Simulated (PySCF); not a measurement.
Run record: EPR job, `[H]/N=[C]/C=C\S[SiH3]` [radical].

Method: UKS B3LYP, pcH-1 on C H N S Si, non-relativistic, mean-field spin-orbit, GIAO (PySCF 2.14.0). Geometry: GFN2-xTB. The command runs a driver script over a list of jobs; the input below is this job's line of settings and its coordinates in Å.

Command:
```bash
OMP_NUM_THREADS=1 python probes_run.py task.json out
```

Input:
```
{"job": {"kind": "epr", "basis": "pcH-1"}, "charge": 0, "multiplicity": 2}
N     -2.905968     1.204709     1.069485
C     -2.178508     0.245475     0.927506
C     -1.454788    -0.779671     0.480246
C     -0.101576    -0.746462     0.161262
S      0.864884     0.689320     0.361176
Si     2.395900     0.339972    -1.109733
H     -3.127056     1.601539     1.976961
H     -1.968990    -1.729164     0.402018
H      0.407413    -1.640014    -0.151109
H      2.981728    -0.966179    -0.822259
H      3.314256     1.442060    -0.893335
H      1.773902     0.337731    -2.428244
```

Output:
```
UKS, coarse grid
  cycle   1  E = -860.27865547  |g| = 3.00e-01
  cycle   2  E = -860.25411016  |g| = 3.77e-01
  cycle   3  E = -860.31551729  |g| = 8.89e-02
  cycle   4  E = -860.31828864  |g| = 4.54e-02
  cycle   5  E = -860.31923474  |g| = 1.37e-02
  cycle   6  E = -860.31932270  |g| = 7.58e-03
  cycle   7  E = -860.31936285  |g| = 2.53e-03
  cycle   8  E = -860.31936977  |g| = 9.59e-04
UKS, final grid
  cycle   1  E = -860.31941097  |g| = 1.08e-03
  cycle   2  E = -860.31941048  |g| = 1.53e-03
  cycle   3  E = -860.31941162  |g| = 2.80e-04
  cycle   4  E = -860.31941166  |g| = 1.16e-04
  cycle   5  E = -860.31941168  |g| = 8.71e-05
  cycle   6  E = -860.31941169  |g| = 3.26e-05
  cycle   7  E = -860.31941169  |g| = 8.29e-06
E = -860.31941169 Eh   <S^2> = 0.7653 (exact 0.7500)
g shifts (ppm)      1          2          3
  rmc          -168       -168       -168
  gc             10         15         15
  oz_so        -465        795       3239
  total        -623        643       3086
hyperfine (MHz)  atom isotope    a_iso     a_fc   dipolar eigenvalues
    0   14N      25.71      25.73     -6.92     -5.73     12.65
    1   13C      24.77      24.91    -32.77    -30.50     63.27
    2   13C     -37.95     -37.97    -18.82      6.40     12.42
    3   13C      64.77      64.57    -54.01    -52.55    106.56
    4   33S       2.29       2.43    -11.37     -7.02     18.40
    5  29Si     -11.71     -11.76     -2.99      1.27      1.72
    6    1H     121.01     121.02     -6.64     -3.96     10.61
    7    1H       7.11       7.11     -4.52      0.23      4.29
    8    1H     -40.74     -40.80    -25.79     -0.19     25.98
    9    1H       4.77       4.77     -1.38     -1.19      2.56
   10    1H       1.34       1.34     -1.14     -0.92      2.06
   11    1H       2.82       2.82     -1.68     -1.06      2.74
```

rmc, gc and oz_so are the mass-correction, gauge-correction and orbital-Zeeman/spin–orbit parts of the g shift along its three principal axes; a_iso is the isotropic hyperfine coupling and a_fc its Fermi-contact part. The program numbers atoms from 0.

**Question.** How far is ⟨S²⟩ from the pure-spin value?

**Answer.** S = 0.5 gives S(S+1) = 0.75; the run has 0.7653, 0.0153 more.

**Question.** Get g_iso from the total shifts.

**Answer.** Their mean is 1035 ppm; added to g_e = 2.002319 it gives 2.00335.

Summary of the converged run: ⟨S²⟩ 0.765; g_iso 2.0034.

The structure is a single GFN2-xTB conformer in the gas phase; no vibrational or solvent corrections.

**Question.** How long does this job take on one thread, Arm Neoverse V1 (aarch64) (shared host)? And the peak memory of the process?

**Answer.** About 51 s (density and orbital grids were written too), with 0.77 GiB resident at the peak, the Python interpreter and its libraries included.
Labels such as C1 count atoms from 1, the log's own numbers from 0.
